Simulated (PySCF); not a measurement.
A structure optimised at r2SCAN-D4/def2-SVP, used in a PySCF frequency run:

```xyz
7

O      0.0000     0.0000     3.3002
C      0.0000     0.0000     2.1344
N      0.0000     0.0000     0.9300
Si     0.0000     0.0000    -0.7458
F     -1.2923    -0.7461    -1.3066
F      0.0000     1.4922    -1.3066
F      1.2923    -0.7461    -1.3066
```
Charge 0, spin multiplicity 1.

Q: Write its SMILES, formula and point group.

A: O=C=N[Si](F)(F)F, CF₃NOSi, C3v

Q: What are its rotational constants (standard atomic weights)?

A: 3.9824, 1.2110, 1.2110 GHz
